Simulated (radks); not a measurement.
Sn I, 50 electrons, occupied as [Kr] 4d10 5s2 5p2 (the NIST ground configuration).

All-electron calculation, non-relativistic Kohn-Sham, LDA (Slater exchange, VWN5 correlation), spin-unpolarised, spherical densities, point nucleus; relativity is left out, which matters for an element this heavy. Program: a radial shooting solver on a logarithmic mesh with Libxc functionals.

Energy parts (eV):
| part | energy |
|---|---|
| total | -163811.276 |
| kinetic | 163717.644 |
| electron-nucleus | -389640.233 |
| Hartree | 66347.509 |
| exchange-correlation | -4236.195 |

Orbitals (lengths in bohr, moments of r in powers of bohr; r(max) is where P^2 peaks):
| orbital | occ. | eigenvalue (eV) | r(max) | <r> | <r^2> |
|---|---|---|---|---|---|
| 1s | 2 | -27939.62 | 0.02016 | 0.03045 | 0.001240 |
| 2s | 2 | -4123.178 | 0.1117 | 0.1315 | 0.02032 |
| 2p | 6 | -3859.149 | 0.08734 | 0.1121 | 0.01529 |
| 3s | 2 | -792.5580 | 0.3205 | 0.3532 | 0.1424 |
| 3p | 6 | -683.4932 | 0.3068 | 0.3440 | 0.1371 |
| 3d | 10 | -480.4790 | 0.2513 | 0.3149 | 0.1176 |
| 4s | 2 | -123.7121 | 0.7719 | 0.8490 | 0.8161 |
| 4p | 6 | -87.4029 | 0.7992 | 0.8990 | 0.9242 |
| 4d | 10 | -27.3461 | 0.8819 | 1.090 | 1.414 |
| 5s | 2 | -10.0505 | 2.087 | 2.482 | 7.042 |
| 5p | 2 | -3.9307 | 2.565 | 3.235 | 12.24 |

The highest occupied level is 5p at -3.931 eV. The density falls to 0.001 e/bohr^3 at r = 4.76 bohr. Summed over all electrons, <r^2> = 62.29 bohr^2, which gives a Langevin (diamagnetic) susceptibility term of -49.3 x 10^-6 cm^3/mol. Virial ratio -V/T = 2.00057.
